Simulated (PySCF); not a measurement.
A structure optimised at PBE-D3(BJ)/def2-SVP, used in a PySCF frequency run:

```xyz
7

In     0.2299    -0.0053     0.0000
O      2.2498    -0.0281     0.0000
H      2.5929     0.8867     0.0000
S     -1.0349     2.0699     0.0000
H      0.0998     2.8266     0.0000
S     -0.8325    -2.1712     0.0000
H     -2.0749    -1.6082     0.0000
```
Charge 0, spin multiplicity 1.

Write its SMILES, formula and point group.

[OH][In]([SH])[SH], H₃InOS₂, Cs

What are its rotational constants (standard atomic weights)?

3.2722, 1.6836, 1.1116 GHz
